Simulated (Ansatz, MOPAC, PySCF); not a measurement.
Pair of molecules: H2S (SMILES S) (first 3 atoms) with C2H6 (SMILES CC); geometry from B3LYP-D3(BJ)/def2-TZVP, rigid monomers moved along the line of their centres of mass till H2···C5 is 2.68 Å.
(charge 0, multiplicity 1):
```csv
atom,x (Å),y (Å),z (Å)
S,0.1478,0.1232,-0.1988
H,0.9034,0.4898,0.8480
H,-0.2928,-0.9752,0.4346
C,-0.8008,-0.1392,3.4515
C,0.7249,-0.1042,3.4590
H,-1.2000,0.1395,2.4746
H,-1.2151,0.5544,4.1855
H,-1.1755,-1.1360,3.6927
H,1.1450,-0.8105,2.7395
H,1.1248,-0.3646,4.4408
H,1.1001,0.8902,3.2069
```

Monomers are frozen at their geometry in the pair; levels with a basis set take the counterpoise correction. Rows marked so take none.

Correlated levels freeze the cores. Rows in 6-31G*, STO-3G carry no dispersion term and start afresh at each structure (6-31G* with six Cartesian d functions). MP2/6-31G* freezes PySCF's default core. The state that AM1, PM7 reach isn't checked; PM7 holds dispersion and hydrogen-bond terms.

Codes used: Ansatz (a quantum-chemistry and plane-wave program); MOPAC for AM1, PM7 (differences of heats of formation); PySCF for 6-31G* rows, STO-3G rows. Values without a source in brackets are computed.

| level | interaction energy (kJ/mol) |
|---|---|
| AM1 | 0.1 |
| PM7 | -0.2 |
| HF/STO-3G (no counterpoise) | 8.1 |
| HF/6-31G* (no counterpoise) | 9.3 |
| PBE/def2-TZVPPD | 2.2 |
| M06-2X/6-31G* (no counterpoise) | -5.0 |
| MP2/6-31G* | ___ |
| SCS-MP2/aug-cc-pV(D+d)Z | 2.2 |
| CCSD/aug-cc-pV(D+d)Z | ___ |

**Question.** Fill in the missing entries.

**Answer.** 
- MP2/6-31G*, interaction energy (kJ/mol): 5.9
- CCSD/aug-cc-pV(D+d)Z, interaction energy (kJ/mol): 1.5
